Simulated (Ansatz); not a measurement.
PBE exchange is replaced step by step with exact exchange (0 % is PBE, 25 % PBE0; no dispersion term), basis def2-TZVP, Ansatz. System: Pd4⁺. Total charge 1; doublet. Geometry: B3LYP-D4/def2-SVP.

Geometry of the doublet:

| atom | x (Å) | y (Å) | z (Å) |
| --- | --- | --- | --- |
| Pd1 | 0.382 | -0.157 | 1.536 |
| Pd2 | 1.139 | 0.821 | -0.748 |
| Pd3 | -0.138 | -1.441 | -0.662 |
| Pd4 | -1.383 | 0.776 | -0.126 |

In the def2 sets Pd takes a core potential; there is no spin–orbit coupling. At PBE-D4/def2-TZVP, PBE with 5 % exact exchange/def2-TZVP, PBE with 10 % exact exchange/def2-TZVP, PBE with 15 % exact exchange/def2-TZVP and others the charge 1 doublet is spin-contaminated (final ⟨S²⟩ up to 1.81, 0.75 for a pure state). The geometry of the doublet was relaxed on an unsound state (⟨S²⟩ 1.77, where a pure state has 0.75). At PBE0-D4/def2-TZVP a quartet of charge 1 lies 0.42 eV below the doublet at the same geometry. The structure comes from a short search, and lower isomers may exist.

HOMO and LUMO are taken over both spins.

```csv
exact exchange (%),HOMO (eV),LUMO (eV),gap (eV),⟨S²⟩
0,-10.23,-9.82,0.42,1.755
5,-10.48,-9.62,0.87,1.759
10,-10.75,-9.42,1.33,1.764
25,-11.57,-8.83,2.75,1.784
35,-11.87,-8.18,3.70,1.792
50,-12.17,-7.04,5.13,1.812
```

**Question.** Estimate the row for 15 %.

**Answer.** 
| exact exchange (%) | HOMO (eV) | LUMO (eV) | gap (eV) | ⟨S²⟩ |
| --- | --- | --- | --- | --- |
| 15 | -11.01 | -9.22 | 1.79 | 1.770 |
